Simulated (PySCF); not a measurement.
Ground-state electric properties of a mixed set of molecules.

All values: PBE0/def2-SVPD (PySCF) at GFN2-xTB geometries, gas phase, one conformer each. Core orbitals are frozen in the response; Δα² is half the sum of the squared differences of the principal polarisabilities.

Question: Rank by polarisability anisotropy Δα, highest first.
A. `C1[SiH2][C@H]1C`
B. `[CH2:1]=[CH:2][CH2:3][SiH2:4][C:5]#[N:6]` with C1–C2–C3–Si4 106°, C2–C3–Si4–C5 179°
C. `[SiH3:1][S:2][SiH2:3][PH2:4]` with Si1–S2–Si3–P4 -47°, S2–Si3–P4–H 54° and -39°
D. `[CH3:1][CH2:2][c:3]1[cH:4][c:5]([CH3:6])[n:7][n:8][n:9]1` with C1–C2–C3–C4 -85°
E. `[CH2:1]=[CH:2][n:3]1[cH:4][c:5]([CH2:6][CH3:7])[n:8][n:9]1` with C1–C2–N3–C4 0°, C4–C5–C6–C7 86°
F. `N#CC1([SiH3])CC1`

Answer: E (8.96 Å³), D (6.57 Å³), B (6.04 Å³), C (4.80 Å³), A (2.92 Å³), F (2.66 Å³).

Question: Rank by dipole moment, lowest first.
A. `N#CC1([SiH3])CC1`
B. `[SiH3:1][S:2][SiH2:3][PH2:4]` with Si1–S2–Si3–P4 -47°, S2–Si3–P4–H 54° and -39°
C. `[CH3:1][CH2:2][c:3]1[cH:4][c:5]([CH3:6])[n:7][n:8][n:9]1` with C1–C2–C3–C4 -85°
D. `C1C[SiH]1C`
E. `[CH2:1]=[CH:2][n:3]1[cH:4][c:5]([CH2:6][CH3:7])[n:8][n:9]1` with C1–C2–N3–C4 0°, C4–C5–C6–C7 86°
F. `C[C@@H]1[SiH2]C1`

Answer: F (0.15 D), D (0.79 D), B (1.18 D), E (3.87 D), A (4.30 D), C (5.35 D).

All values together:

```json
{"SMILES": "N#CC1([SiH3])CC1", "formula": "C4H7NSi", "μ (D)": "4.30", "HOMO (eV)": "-8.57", "LUMO (eV)": "0.04", "α (Å³)": "11.05", "Δα (Å³)": "2.66", "electrons": "52", "α per electron (Å³)": "0.213"}
{"SMILES": "CCc1cc(C)nnn1", "formula": "C6H9N3", "μ (D)": "5.35", "HOMO (eV)": "-6.75", "LUMO (eV)": "-1.66", "α (Å³)": "13.34", "Δα (Å³)": "6.57", "electrons": "66", "α per electron (Å³)": "0.202"}
{"SMILES": "[SiH3]S[SiH2]P", "formula": "H7PSSi2", "μ (D)": "1.18", "HOMO (eV)": "-7.13", "LUMO (eV)": "-0.35", "α (Å³)": "15.28", "Δα (Å³)": "4.80", "electrons": "66", "α per electron (Å³)": "0.232"}
{"SMILES": "C=Cn1cc(CC)nn1", "formula": "C6H9N3", "μ (D)": "3.87", "HOMO (eV)": "-7.23", "LUMO (eV)": "-1.22", "α (Å³)": "14.04", "Δα (Å³)": "8.96", "electrons": "66", "α per electron (Å³)": "0.213"}
{"SMILES": "C=CC[SiH2]C#N", "formula": "C4H7NSi", "μ (D)": "3.84", "HOMO (eV)": "-7.72", "LUMO (eV)": "-0.60", "α (Å³)": "11.65", "Δα (Å³)": "6.04", "electrons": "52", "α per electron (Å³)": "0.224"}
{"SMILES": "C[C@H]1C[SiH2]1", "formula": "C3H8Si", "μ (D)": "0.15", "HOMO (eV)": "-6.64", "LUMO (eV)": "0.29", "α (Å³)": "9.61", "Δα (Å³)": "2.92", "electrons": "40", "α per electron (Å³)": "0.240"}
{"SMILES": "C[SiH]1CC1", "formula": "C3H8Si", "μ (D)": "0.79", "HOMO (eV)": "-6.59", "LUMO (eV)": "0.73", "α (Å³)": "9.42", "Δα (Å³)": "2.77", "electrons": "40", "α per electron (Å³)": "0.236"}
{"SMILES": "Fc1cccc(O[SiH3])c1", "formula": "C6H7FOSi", "μ (D)": "1.25", "HOMO (eV)": "-6.89", "LUMO (eV)": "-0.45", "α (Å³)": "14.48", "Δα (Å³)": "8.11", "electrons": "74", "α per electron (Å³)": "0.196"}
```

Conformers: `[CH3:1][CH2:2][c:3]1[cH:4][c:5]([CH3:6])[n:7][n:8][n:9]1` with C1–C2–C3–C4 -85°; `[SiH3:1][S:2][SiH2:3][PH2:4]` with Si1–S2–Si3–P4 -47°, S2–Si3–P4–H 54° and -39°; `[CH2:1]=[CH:2][n:3]1[cH:4][c:5]([CH2:6][CH3:7])[n:8][n:9]1` with C1–C2–N3–C4 0°, C4–C5–C6–C7 86°; `[CH2:1]=[CH:2][CH2:3][SiH2:4][C:5]#[N:6]` with C1–C2–C3–Si4 106°, C2–C3–Si4–C5 179°; `[F:1][c:2]1[cH:3][cH:4][cH:5][c:6]([O:7][SiH3:8])[cH:9]1` with C5–C6–O7–Si8 180°.

Q: How closely does the mean polarisability follow the number of electrons in this set?

A: The correlation coefficient is 0.96; α per electron runs from 0.196 to 0.240 Å³.
